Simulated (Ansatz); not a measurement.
Frontier orbitals of C$_{3}$H$_{13}$BOSi.

```xyz
19

C    -0.3284   -0.7809    1.4223
B     0.5890    0.2477    0.6539
C     0.4266    1.7897    0.9545
C     1.8981   -0.2653   -0.0543
O    -0.7073    0.3708   -1.3263
Si   -1.5993   -0.9119   -1.8799
H    -0.3675   -1.7747    0.9669
H     0.1157   -0.9243    2.4177
H    -1.3492   -0.4288    1.5948
H     0.8245    2.4348    0.1658
H     1.0196    2.0128    1.8523
H    -0.5972    2.0971    1.1901
H     2.3018    0.4334   -0.7908
H     2.6688   -0.3843    0.7206
H     1.7858   -1.2462   -0.5238
H    -1.1425    1.2188   -1.2225
H    -2.7657   -1.1818   -0.9996
H    -0.6764   -2.0673   -1.8870
H    -2.0964   -0.6398   -3.2547
```

Charge 0, multiplicity 1. The bonds changed during the relaxation, so this is another structure than the one it started from. The geometry is a stationary point of PBE0-D4/def2-TZVP. It is one conformer, not always the lowest. Basis def2-TZVPP, Ansatz.

Orbital energies of one run (eV). Highest occupied ones, from the top: -10.97, -11.02, -11.84, -12.40, -12.88, -13.13, -13.26, -13.44, -14.15, -14.32, -14.51, -14.93, -15.44, -16.82. Empty: 1.93, 2.94, 3.46, 3.52, 3.78, 3.84.

Q: Which functional gave them?
A. LC-ωPBE
B. CAM-B3LYP
C. r2SCAN0
D. HSE06 (plane-wave form)

A: A. HOMO energies: LC-ωPBE -10.97, HSE06 -7.77, CAM-B3LYP -9.62, r2SCAN0 -8.36 eV.

LC-ωPBE has ω = 0.4 bohr⁻¹.
